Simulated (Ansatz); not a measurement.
```yaml
crystal:
  periodic: [false, false, false]
  atoms:
    - {symbol: F, position_ang: [-2.377653, 0.470400, 0.846328]}
    - {symbol: Si, position_ang: [-1.392280, 0.188122, -0.393673]}
    - {symbol: C, position_ang: [1.272280, -0.272815, 0.679224]}
    - {symbol: C, position_ang: [0.972280, -0.322815, 0.629224]}
    - {symbol: Si, position_ang: [0.635909, 1.331500, -0.264856]}
    - {symbol: H, position_ang: [-2.269043, 0.025781, -1.584568]}
    - {symbol: H, position_ang: [-0.490336, -2.021111, 0.619801]}
    - {symbol: H, position_ang: [0.177721, -1.607020, -0.956800]}
    - {symbol: H, position_ang: [0.782691, -0.180857, 1.697459]}
    - {symbol: H, position_ang: [1.971388, -0.751549, 0.528145]}
    - {symbol: H, position_ang: [1.345667, 1.406469, -1.573396]}
    - {symbol: H, position_ang: [0.878090, 2.591934, 0.487585]}
basis:
  gaussian: {orbitals: def2-TZVPP}
hamiltonian: {xc: {name: PBEsol}}
output: {forces: true}
```

```sh
$ ansatz run in.yaml --threads 4 --pin off --events-out ev --progress --plain --max-ram 10444MiB
```

Output, abridged:

```
Functional definition: PBEsol
1505 factors; their error is unknown
mean field evaluation 1: about -20127.7486 eV, gradient 1.6e2 eV
mean field evaluation 2: about -19947.8585 eV, gradient 2.7e2 eV
mean field evaluation 4: about -20123.7853 eV, gradient 1.1e2 eV
mean field evaluation 8: about -20177.3241 eV, gradient 2.7e1 eV
mean field evaluation 16: about -20182.1656 eV, gradient 2.4e-2 eV
mean field evaluation 32: about -20182.0267 eV, gradient 5.8e-3 eV
a density is far from that of the atoms, so the factors are made again for it
1746 factors; integrals over basis functions are off by at most 1.2e-3 eV
mean field -20182.16542605 eV, -741.6808994442 hartree, gradient 2.4e-5 eV, S^2 0.000000; 0 other end points of the search recorded, 0 dependent functions left out
reference -20182.16547376 eV, -741.6809011975 hartree; 28, 28 occupied and 247, 247 virtual orbitals, 1746 factors
Total energy: -20182.16547376 eV, -741.6809011975 hartree
Atom 0 at    -2.377653     0.470400     0.846328 Å, force    -0.305120     0.241427    -0.054508 eV/Å
Atom 1 at    -1.392280     0.188122    -0.393673 Å, force     1.014803    -0.083467     1.056311 eV/Å
Atom 2 at     1.272280    -0.272815     0.679224 Å, force  2761.072261   441.611241   447.158739 eV/Å
Atom 3 at     0.972280    -0.322815     0.629224 Å, force -2765.267861  -449.357391  -458.200852 eV/Å
Atom 4 at     0.635909     1.331500    -0.264856 Å, force    -3.366596     7.538453    -4.483183 eV/Å
Atom 5 at    -2.269043     0.025781    -1.584568 Å, force     0.163491    -0.351690    -0.056138 eV/Å
Atom 6 at    -0.490336    -2.021111     0.619801 Å, force    -0.591220     1.361506    -0.434694 eV/Å
Atom 7 at     0.177721    -1.607020    -0.956800 Å, force     0.060499     0.622873     0.696820 eV/Å
Atom 8 at     0.782691    -0.180857     1.697459 Å, force    -6.001860     0.576589    13.512203 eV/Å
Atom 9 at     1.971388    -0.751549     0.528145 Å, force    13.716012    -2.109456     0.807215 eV/Å
Atom 10 at     1.345667     1.406469    -1.573396 Å, force    -0.004798    -0.431220    -0.129133 eV/Å
Atom 11 at     0.878090     2.591934     0.487585 Å, force    -0.489610     0.381137     0.127219 eV/Å
Dipole moment:     0.646866    -0.026959    -0.202956 e Å
```

In this input one atom was put on top of another. Self-consistency was reached. The result belongs to that input, not to the molecule as meant.
